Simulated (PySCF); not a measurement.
Spectrum to structure. Theory: TDDFT wB97X-D/def2-SVPD, vertical, gas phase, core orbitals frozen in the response in PySCF. Geometries: GFN2-xTB, one conformer each.

| state | λ (nm) | f |
| --- | --- | --- |
| S1 | 233.4 | 0.0031 |
| S2 | 215.8 | 0.143 |
| S3 | 208.6 | 0.0008 |
| S4 | 206.0 | 0.019 |
| S5 | 199.7 | 0.069 |
| S6 | 192.9 | 0.020 |
| S7 | 187.3 | 0.0071 |
| S8 | 186.2 | 0.065 |

Question: Which structure fits?
A. `N#CC[C@H]([SiH3])C[SiH3]`
B. `C=C[Si@@H]1[SiH2][SiH2][C@@H]1C#N`
C. `S(c1nc(C=C)[nH]n1)[SiH3]`

Answer: B. Its S1 lies at 5.31 eV; the nearest of the others has S1 at 4.97 eV. S1 is HOMO→LUMO (52%), HOMO→LUMO+1 (39%). Löwdin shares by element: HOMO silicon 41% or more, carbon 30% or more (atoms not listed hold the other 30%); LUMO silicon 52%, carbon 8% or more (atoms not listed hold the other 40%). At the same level the other candidates give, for their lowest levels:
- `C=Cc1nc(S[SiH3])n[nH]1`: 250 nm (f 0.176); 219 nm (f 0.004); 215 nm (f 0.003); 209 nm (f 0.307); 194 nm (f 0.011); T1 3.41 eV; HOMO -8.29, LUMO 0.14 eV
- `N#CC[C@H]([SiH3])C[SiH3]`: 159 nm (f 0.002); 157 nm (f 0.003); 153 nm (f 0.001); 151 nm (f 0.009); 148 nm (f 0.039); T1 6.57 eV; HOMO -10.52, LUMO 1.58 eV

The values belong to the conformer `[CH2:1]=[CH:2][Si@@H:3]1[SiH2:4][SiH2:5][C@@H:6]1[C:7]#[N:8]`: C1–C2–Si3–Si4 49°.
Triplets come from the Tamm–Dancoff approximation.
